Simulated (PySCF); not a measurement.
Precursor series Sc Cl-NH2. Gas-phase values, no solvent. One relaxed conformer stands for each flexible species; it need not be the lowest.

Calculation: B3LYP-D3(BJ)/def2-TZVP // BP86-D3(BJ)/def2-SVP (PySCF). All candidates: neutral, multiplicity 1. B3LYP has the VWN-RPA correlation part, as in Gaussian. 

```
Property          Value
-------------  --------
HOMO           -6.33 eV
LUMO           -1.32 eV
HOMO–LUMO gap   5.01 eV
```

### Question
Name which member has these values.
A. [Sc(Cl)2(NH2)]
B. [Sc(Cl)3]
C. [Sc(NH2)3]
D. [Sc(Cl)(NH2)2]

### Answer
C, [Sc(NH2)3]. The others give [Sc(Cl)3]: -8.97 eV, -3.64 eV, 5.33 eV; [Sc(Cl)(NH2)2]: -7.08 eV, -2.00 eV, 5.07 eV; [Sc(Cl)2(NH2)]: -7.82 eV, -2.78 eV, 5.04 eV
